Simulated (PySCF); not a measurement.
# How methods differ on the ionisation energy of Cu²⁺

Cu²⁺ [Ar] 3d9 [3d3/2^4 3d5/2^5, M_J = 5/2] → Cu³⁺ [Ar] 3d8 [3d3/2^4 3d5/2^4, M_J = 4], as a difference of total energies. Computed with PySCF 2.14 in x2c-QZVPPall-2c (11s9p6d4f2g, 114 functions), with the two-component X2C-1e Hamiltonian. Correlated levels: [Ne] frozen; the 8 highest virtual spinors dropped. "Screened" scales the spin-orbit matrix elements by Boettger's factors to mimic the two-electron term; Breit and QED terms are absent.

```json
{"method": "GHF (spin-free)", "ionisation energy (eV)": "34.112"}
{"method": "GMP2 (spin-free)", "ionisation energy (eV)": "37.337"}
{"method": "GHF (screened spin-orbit)", "ionisation energy (eV)": "34.042"}
{"method": "GMP2 (screened spin-orbit)", "ionisation energy (eV)": "37.266"}
```

Task: How much does correlation contribute at GMP2 (screened spin-orbit)?

Result: 37.266 − (34.042) = 3.224 eV, measured against GHF (screened spin-orbit).

Errors of the correlated levels include the incompleteness of this basis and the frozen core.

The labels give the starting determinants; with spin-orbit coupling the two ends relaxed to ⟨J²⟩ = 8.75, ⟨L²⟩ = 6.01, ⟨S²⟩ = 0.75 and ⟨J²⟩ = 20.01, ⟨L²⟩ = 12.01, ⟨S²⟩ = 2.00.

For comparison: 36.841 ± 0.012 eV (measured; NIST Atomic Spectra Database, ionization energies).
